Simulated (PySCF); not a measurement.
# Polarisability and C₆ of Co (cobalt, neutral)

[Ar] 3d7 4s2, high-spin 4F determinant. Calculation: PySCF 2.14, in aug-cc-pVQZ (9s8p6d4f3g2h, 140 functions); no relativity, point nucleus. Coupled (time-dependent) response in atomic units; α is the mean over directions.

```csv
method,mean α (bohr³),C₆ (like pair),S(−4)
UHF,73.79,682.1,3731
```

S(−4) is the Cauchy moment in α(ω) = α(0) + S(−4) ω² + …

Reference α: 55 ± 4 bohr³ (recommended; Schwerdtfeger and Nagle, table of static dipole polarizabilities (2023 update)). Published C₆: 408.0 (Chu and Dalgarno (2004); Tang, Norbeck and Certain (1976)).

Hartree-Fock lies above the reference because it lacks correlation, which contracts the outer shell.

α(iu) at UHF:

```tsv
u (hartree)	α(iu) (bohr³)
0	73.79
0.0500	66.34
0.100	52.50
0.200	30.05
0.300	18.49
0.500	9.240
0.750	5.297
1.00	3.613
1.50	2.143
2.00	1.483
3.00	0.8666
5.00	0.4166
```
